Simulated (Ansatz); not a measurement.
Program: Ansatz. Geometries: PBE0-D4/def2-TZVP. ΔE: electronic, gas phase. CCSD(T)/CBS adds triple-zeta CCSD(T) − MP2 to the extrapolated MP2 energy (def2 sets, frozen cores). This one scheme is used for every species. Functionals use def2-TZVPP. For Sc outer-core shells are correlated without core-valence functions, which leaves a few kJ/mol of doubt a bond. Scalar relativity is left out up to krypton. Each species was taken in one conformer, which may not be the lowest.

`[OH][Sc]([OH])[Cl]` + H–F → `[OH][Sc]([OH])[F]` + HCl  (ligand exchange at the Sc–Cl bond)

`[OH][Sc]([OH])[Cl]`:

Cartesian coordinates in Å:
```
O 1.317 -0.805 0.666
Sc -0.048 -0.141 -0.387
O -1.197 1.146 0.274
Cl -0.322 -0.930 -2.557
H 1.981 -1.074 1.293
H -1.730 1.804 0.711
```

H–F:

Z-matrix (Å, degrees):
```
F
H 1 0.920
```

`[OH][Sc]([OH])[F]`:

Cartesian coordinates in Å:
```
O -1.098 0.483 1.186
Sc 0.379 -0.125 0.230
O 0.382 -0.249 -1.627
F 1.904 -0.625 1.162
H -1.881 0.801 1.623
H 0.314 -0.286 -2.576
```

HCl:

```xyz
2

Cl    0.582   -0.115   -0.238
H    -0.582    0.115    0.238
```

```
             level  ΔE (kJ/mol)
           ωB97M-V         -5.6
RPA@PBE/def2-TZVPP         -4.9
     HF/def2-TZVPP          5.1
    CCSD/CBS(def2)          2.4
```

Task: What does CCSD(T)/CBS give? (An estimate is asked.)

Result: Computed: +3.0 kJ/mol. The listed levels differ from it by -8.6, -7.9, 2.1, -0.6 kJ/mol.

Task: What do rigid-rotor, harmonic-oscillator terms from PBE0-D4/def2-TZVP frequencies (298.15 K, 1 bar) make of the CCSD(T)/CBS value? (Estimate.)

Result: Ansatz gave: ΔZPE = -5.4 kJ/mol, ΔH = -2.9 kJ/mol, ΔS = 3 J/(mol·K), ΔG = -3.7 kJ/mol.

Largest T1 diagnostic among the species: 0.016.

At CCSD(T), def2-SVP lies −15.5 kJ/mol from the extrapolated value and def2-TZVPP −4.1 kJ/mol. From PBE to PBE0 (25 % exact exchange), in def2-TZVPP and without D4, ΔE moves by +8.0 kJ/mol.
